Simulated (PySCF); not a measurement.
An excited-state job on `[NH3+][BH2-]CC(=O)O`.

Method: TDDFT PBE0/def2-SVPD, vertical, gas phase, core orbitals frozen in the response (PySCF 2.14.0, density-fitted response routines). Geometry: GFN2-xTB. A driver script takes a list of jobs; this job's settings line and coordinates (Å) are shown.

Command:
```bash
OMP_NUM_THREADS=1 python probes_run.py task.json out
```

Input:
```
{"job": {"kind": "uv", "xc": "PBE0", "basis": "def2-SVPD", "nstates": 8, "ntriplets": 3}, "charge": 0, "multiplicity": 1}
N     -1.608606     0.525939     0.407940
B     -0.733503     0.481821    -0.960299
C      0.585297    -0.448903    -0.539585
C      1.265536     0.232371     0.565373
O      0.763918     0.442730     1.665810
O      2.483283     0.703840     0.279966
H     -2.151755    -0.323057     0.517788
H     -0.898855     0.574275     1.163536
H     -2.219727     1.332961     0.445101
H     -0.429073     1.600967    -1.218970
H     -1.377416    -0.049228    -1.804552
H      0.220418    -1.417614    -0.202680
H      1.267798    -0.586866    -1.371950
H      2.832007     1.210315     1.030357
```

Task: Estimate the output.

Result: 
```
coarse grid: 11456 points
cycle   1  E = -310.3609755011  dE =  7.844e-01  |g| = 8.831e-01  |ddm| = 5.083e+00
cycle   2  E = -310.1565685459  dE =  2.044e-01  |g| = 1.387e+00  |ddm| = 2.445e+00
cycle   3  E = -310.5106663961  dE = -3.541e-01  |g| = 2.435e-01  |ddm| = 1.499e+00
cycle   4  E = -310.5226245062  dE = -1.196e-02  |g| = 6.569e-02  |ddm| = 3.271e-01
cycle   5  E = -310.5233302810  dE = -7.058e-04  |g| = 2.106e-02  |ddm| = 8.785e-02
cycle   6  E = -310.5234288339  dE = -9.855e-05  |g| = 4.683e-03  |ddm| = 3.633e-02
cycle   7  E = -310.5234339289  dE = -5.095e-06  |g| = 9.918e-04  |ddm| = 8.516e-03
final grid: 110008 points
cycle   8  E = -310.5702684598  dE = -4.100e-05  |g| = 1.255e-02  |ddm| = 1.444e-01
cycle   9  E = -310.5702207271  dE =  4.773e-05  |g| = 2.007e-02  |ddm| = 3.365e-02
cycle  10  E = -310.5703000884  dE = -7.936e-05  |g| = 2.163e-03  |ddm| = 1.955e-02
cycle  11  E = -310.5703010076  dE = -9.191e-07  |g| = 3.189e-04  |ddm| = 2.337e-03
cycle  12  E = -310.5703010217  dE = -1.409e-08  |g| = 1.648e-04  |ddm| = 5.742e-04
cycle  13  E = -310.5703010273  dE = -5.627e-09  |g| = 2.450e-05  |ddm| = 2.561e-04
cycle  14  E = -310.5703010274  dE = -1.206e-10  |g| = 7.425e-06  |ddm| = 5.171e-05
converged SCF energy = -310.5703010274

Static polarisability (au): isotropic 59.495, principal 50.547 58.939 68.999

Singlet excitations
state   eV       nm        f      main configurations
  1   6.0839    203.8   0.01442   H->L+1 0.43, H->L 0.33, H-2->L+1 0.14
  2   6.7891    182.6   0.00167   H->L 0.64, H->L+1 0.27
  3   6.9807    177.6   0.00802   H-1->L 0.84, H-1->L+1 0.09
  4   7.2217    171.7   0.01415   H-1->L+1 0.55, H-2->L 0.12, H-2->L+1 0.11
  5   7.3306    169.1   0.19439   H-2->L 0.27, H->L+2 0.27, H-1->L+1 0.23
  6   7.5019    165.3   0.01020   H->L+2 0.52, H-2->L+1 0.25, H-1->L+1 0.10
  7   7.7103    160.8   0.00225   H-2->L 0.46, H-2->L+1 0.38, H->L+2 0.12
  8   7.9366    156.2   0.02089   H-1->L+2 0.91

Triplet excitations (Tamm-Dancoff, eV): 5.5933 6.2867 6.6614
```

The SCF starts on a coarse grid where the log names one; the energy can jump when the final grid takes over, and dE then counts from the start density on the new grid. H and L stand for HOMO and LUMO; the number after each pair is its weight.

Task: How does the lowest singlet excitation compare with the HOMO–LUMO gap?

Result: HOMO -7.77 eV and LUMO 0.06 eV give a gap of 7.83 eV; S1 at 6.08 eV lies 1.75 eV below it.

Task: Give the mean polarisability as a volume in Å³, and the ratio of the largest to the smallest principal value.

Result: 59.495 au × 0.148185 = 8.82 Å³; 68.999/50.547 = 1.37.

Summary of the converged run: HOMO -7.77 eV, LUMO 0.06 eV; lowest singlet 6.08 eV; lowest triplet 5.59 eV (Tamm–Dancoff); mean polarisability 59.5 au.

Hardware: one thread of an Arm Neoverse N1, no GPU, shared host with 64 logical CPUs at a one-minute load of 55. Cost: 51 s of wall time (grids of density and orbitals included), 0.68 GiB resident at most.

One conformer stands for the species.
Labels such as C1 count atoms from 1, the log's own numbers from 0.
